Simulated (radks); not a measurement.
Polarisabilities and homonuclear dispersion coefficients (atomic units). Calculated with a radial shooting solver on a logarithmic mesh with Libxc functionals: scalar-relativistic Kohn-Sham, LDA (Slater exchange, Perdew-Wang correlation), spin-polarised, spherical densities, finite nucleus; open shells are filled with parallel spins first (spin-orbit coupling, left out, can overturn this in heavy ions); Fermi nuclear charge, rms radius of each element as measured or else 0.836 A^(1/3) + 0.57 fm. Response by self-consistent Sternheimer equations with the Hartree and adiabatic LDA kernel, the relativistic mass of each level held fixed and spin-orbit coupling left out. "Uncoupled" leaves out the induced potential. Quadrupole and octupole values are given only where no p, d or f shell is open.

Cu: configuration [Ar] 3d10 4s1; alpha1 (bohr^3) 39.11; alpha1, uncoupled 59.55; alpha2 (bohr^5) 391.8; alpha3 (bohr^7) 5788; C6 249.7; C8 11490; recommended alpha1 46.5 +/- 0.5
Zn+: configuration [Ar] 3d10 4s1; alpha1 (bohr^3) 16.03; alpha1, uncoupled 22.88; alpha2 (bohr^5) 66.17; alpha3 (bohr^7) 590.6; C6 66.97; C8 1635
Ga2+: configuration [Ar] 3d10 4s1; alpha1 (bohr^3) 8.893; alpha1, uncoupled 12.21; alpha2 (bohr^5) 23.53; alpha3 (bohr^7) 138.1; C6 27.40; C8 451.1
Ge3+: configuration [Ar] 3d10 4s1; alpha1 (bohr^3) 5.645; alpha1, uncoupled 7.559; alpha2 (bohr^5) 10.82; alpha3 (bohr^7) 46.10; C6 13.65; C8 167.7
As4+: configuration [Ar] 3d10 4s1; alpha1 (bohr^3) 3.879; alpha1, uncoupled 5.101; alpha2 (bohr^5) 5.750; alpha3 (bohr^7) 18.86; C6 7.660; C8 74.28
Se5+: configuration [Ar] 3d10 4s1; alpha1 (bohr^3) 2.810; alpha1, uncoupled 3.645; alpha2 (bohr^5) 3.357; alpha3 (bohr^7) 8.815; C6 4.653; C8 36.93
Br6+: configuration [Ar] 3d10 4s1; alpha1 (bohr^3) 2.114; alpha1, uncoupled 2.713; alpha2 (bohr^5) 2.095; alpha3 (bohr^7) 4.527; C6 2.995; C8 19.95
Kr7+: configuration [Ar] 3d10 4s1; alpha1 (bohr^3) 1.637; alpha1, uncoupled 2.082; alpha2 (bohr^5) 1.375; alpha3 (bohr^7) 2.495; C6 2.014; C8 11.47
Rb8+: configuration [Ar] 3d10 4s1; alpha1 (bohr^3) 1.297; alpha1, uncoupled 1.637; alpha2 (bohr^5) 0.9373; alpha3 (bohr^7) 1.453; C6 1.402; C8 6.932

Recommended values: Schwerdtfeger and Nagle, table of static dipole polarisabilities (2023 update), measured or computed.
